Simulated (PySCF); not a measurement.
Job file and geometry (Å, from GFN2-xTB) of an NMR shielding run on `C=CBS[C@](C)(F)CC`, C₆H₁₂BFS, GIAO PBE0/pcSseg-1 NMR shielding, non-relativistic, gas phase (PySCF); density fitting, a coarse starting grid and PySCF grid level 2 are the driver's defaults:

```
$ OMP_NUM_THREADS=1 python probes_run.py task.json out

{"job": {"kind": "nmr", "xc": "PBE0", "basis": "pcSseg-1"}, "charge": 0, "multiplicity": 1}
C      4.204631     0.629901     0.645342
C      2.966871     0.424035     1.094207
B      1.761053     0.132748     0.174482
S      0.174160    -0.050254     0.931886
C     -0.967926    -0.400787    -0.497385
C     -0.769136    -1.834751    -0.959167
F     -0.632266     0.440267    -1.538028
C     -2.404977    -0.104915    -0.075941
C     -2.615060     1.354710     0.309234
H      5.038144     0.833418     1.300104
H      4.427143     0.605856    -0.409798
H      2.811000     0.467310     2.167816
H      1.866891     0.037867    -0.985081
H      0.260641    -1.985654    -1.276670
H     -1.427707    -2.046836    -1.799748
H     -0.992743    -2.517323    -0.144435
H     -3.057866    -0.359538    -0.914853
H     -2.649044    -0.753823     0.765434
H     -2.004563     1.609115     1.171929
H     -2.339414     2.006266    -0.516645
H     -3.658755     1.529332     0.556845
```

**Question.** What does the program print?

**Answer.** 
```
coarse grid: 17752 points
cycle   1  E = -757.9871749350  dE =  8.709e-01  |g| = 6.336e-01  |ddm| = 3.942e+00
cycle   2  E = -757.9314331466  dE =  5.574e-02  |g| = 8.676e-01  |ddm| = 1.042e+00
cycle   3  E = -758.0732231935  dE = -1.418e-01  |g| = 1.096e-01  |ddm| = 6.264e-01
cycle   4  E = -758.0757143480  dE = -2.491e-03  |g| = 3.465e-02  |ddm| = 1.124e-01
cycle   5  E = -758.0759785609  dE = -2.642e-04  |g| = 1.034e-02  |ddm| = 3.555e-02
cycle   6  E = -758.0760057762  dE = -2.722e-05  |g| = 3.987e-03  |ddm| = 1.277e-02
cycle   7  E = -758.0760095426  dE = -3.766e-06  |g| = 9.205e-04  |ddm| = 3.277e-03
final grid: 166272 points
cycle   8  E = -758.1379233294  dE = -5.382e-05  |g| = 1.100e-02  |ddm| = 3.568e-02
cycle   9  E = -758.1379073982  dE =  1.593e-05  |g| = 1.395e-02  |ddm| = 2.053e-02
cycle  10  E = -758.1379531668  dE = -4.577e-05  |g| = 1.221e-03  |ddm| = 1.193e-02
cycle  11  E = -758.1379534451  dE = -2.783e-07  |g| = 2.849e-04  |ddm| = 1.113e-03
cycle  12  E = -758.1379534594  dE = -1.425e-08  |g| = 1.019e-04  |ddm| = 2.890e-04
cycle  13  E = -758.1379534621  dE = -2.668e-09  |g| = 2.739e-05  |ddm| = 1.453e-04
cycle  14  E = -758.1379534622  dE = -1.696e-10  |g| = 7.565e-06  |ddm| = 2.928e-05
converged SCF energy = -758.1379534622

GIAO shielding tensors (ppm)
atom      isotropic    diamagn.    paramagn.     s11        s22        s33       span
  0 C       35.161     251.533    -216.372    -82.391     29.933    157.943    240.334
  1 C       38.845     259.767    -220.922    -85.431     24.190    177.777    263.209
  2 B       40.864     195.831    -154.967    -19.618     23.704    118.507    138.125
  3 S      283.405    1062.317    -778.912    111.283    306.387    432.545    321.262
  4 C       74.957     247.496    -172.540     56.395     61.573    106.901     50.506
  5 C      151.348     249.614     -98.266    130.346    141.274    182.424     52.078
  6 F      330.412     479.519    -149.107    260.662    331.314    399.259    138.598
  7 C      147.899     250.762    -102.863    135.752    138.394    169.550     33.798
  8 C      175.726     246.735     -71.009    164.810    176.723    185.645     20.835
  9 H       24.991      26.576      -1.585     22.177     24.575     28.222      6.044
 10 H       25.202      30.947      -5.744     21.579     24.743     29.284      7.705
 11 H       24.694      31.826      -7.132     20.460     23.757     29.865      9.405
 12 H       24.466      33.835      -9.368     18.226     24.671     30.502     12.275
 13 H       29.495      31.576      -2.080     25.301     28.851     34.335      9.034
 14 H       30.005      30.408      -0.403     25.931     27.715     36.370     10.438
 15 H       30.221      31.301      -1.081     26.893     28.066     35.704      8.811
 16 H       29.674      31.062      -1.389     24.709     29.527     34.786     10.077
 17 H       30.005      32.172      -2.167     26.119     29.164     34.733      8.614
 18 H       30.117      31.005      -0.889     24.306     30.845     35.198     10.893
 19 H       30.245      30.390      -0.145     25.337     29.403     35.996     10.659
 20 H       30.693      27.340       3.354     25.839     27.584     38.657     12.818
```

Size and cost of the density-fitted run: 220 basis functions, 4 min wall time (2.4 min CPU) on 1 thread of an Intel Xeon, shared host; peak memory 0.98 GiB.
